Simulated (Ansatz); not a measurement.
# Insertion of a divalent centre (a silylene, a carbene or their kin)

Start structure (SiNH₃F₂, closed shell), relaxed at PBE0-D4/def2-TZVP:

```xyz
7
angstrom
Si -0.5717 -1.1491 -0.5653
F 1.0227 -1.4183 -0.8383
F -0.8511 -0.0416 -1.7419
H 0.4767 0.1313 1.4951
N 0.0150 0.4457 0.6479
H -0.7669 1.0402 0.9027
H 0.6754 0.9918 0.0997
```

The step: SiF₂ + NH₃ → SiNH₃F₂ ([NH2][SiH]([F])[F]); bonds formed: Si1–H4; dative contacts that become bonds: Si1–N5; bonds broken: H4–N5. Computed with Ansatz 0.2.0 (basis: def2-TZVPP and def2-QZVPP); correlated methods freeze the cores. Extrapolation: Hartree–Fock as exp(−7.88 √X), correlation as X^−2.97. Energies below are by CCSD(T) at an estimated basis limit (MP2 extrapolated from triple and quadruple zeta, plus CCSD(T) − MP2 in triple zeta).

(1) What are the electronic barrier and the energy of the step, from the start structure to the end structure? (An estimate is asked for; the value comes from the calculation.)

The T1 diagnostic stays at or below 0.014. The restricted Hartree–Fock reference is unstable towards an unrestricted one at one or more of these structures.

## Answers

(1) The calculation gives: Barrier 1.883 eV; step energy -1.525 eV (downhill); reverse barrier, their difference, 3.408 eV. Barrier and step energy count from the start structure, the reverse barrier from the end structure.

The saddle point: One imaginary mode of 1533i cm⁻¹.
```tsv
pair	start (Å)	saddle (Å)	end (Å)
Si1–H4	2.64	1.62	1.47
Si1–N5	2.09	1.84	1.68
H4–N5	1.01	1.40	2.60
```

Zero-point energy (harmonic, PBE0-D4): ZPE is 1.193 eV at the start and 1.013 eV at the saddle, so the barrier goes from 1.883 to 1.703 eV.

Losses and insertions of silylenes and their heavier kin drive the gas-phase chemistry of silicon and germanium vapour deposition.

Labels in which every atom is bracketed show which atoms are joined, not bond orders.

For scale, one of the runs: CCSD(T)/def2-TZVPP, 177 basis functions, launched by `ansatz run in.yaml --threads 2 --pin off --events-out ev --progress --plain --max-ram 4352MiB`. Time: 57 s of wall clock on 2 CPU threads of an Arm Neoverse V1; the host was shared. Peak host memory: 1.7 GiB.
